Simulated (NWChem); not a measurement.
Isomers of Si$_{2}$NH$_{7}$O, each optimised at B3LYP/6-31G* with NWChem, gas phase unless a solvent is named. Flexible species stand in one conformer each, which need not be the lowest. Pople sets run with spherical d functions. Relative energies count from the lowest isomer at each level and are electronic, without zero-point energy, on those geometries.

A: N[SiH2][SiH2]O
B: [SiH3]O[SiH2]N
C: N[Si@H](O)[SiH3]

| quantity | A | B | C |
|---|---|---|---|
| relative energy, B3LYP/6-31G* (kcal/mol) | 34.7 | 0.0 | 27.2 |
| relative energy, PBE0/def2-TZVP (kcal/mol) | 31.2 | 0.0 | 24.0 |
| orbital gap (eV), B3LYP/6-31G* | 5.84 | 7.69 | 7.44 |
| highest harmonic frequency (cm⁻¹), B3LYP/6-31G* | 3801 | 3655 | 3785 |
| SMD solvation free energy in water, B3LYP/6-31G* (kcal/mol) | -5.9 | -0.3 | -5.2 |
